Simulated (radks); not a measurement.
Results of a calculation; reference values are marked as such.
Q: The palladium ion Pd6+ is in [Kr] 4d4. Code: a radial shooting solver on a logarithmic mesh with Libxc functionals. Model: scalar-relativistic Kohn-Sham, BLYP, spin-polarised, spherical densities, finite nucleus; Fermi nuclear charge, rms radius of each element as measured or else 0.836 A^(1/3) + 0.57 fm. Open shells are filled with parallel spins first. One electron is removed from 3d, 4d, 4s, 4p in turn, with full relaxation. Which removal costs least, and what does each cost?

A: 4d 102.38 eV; 4p 152.18 eV; 4s 188.49 eV; 3d 448.01 eV. The 4d electron leaves first.
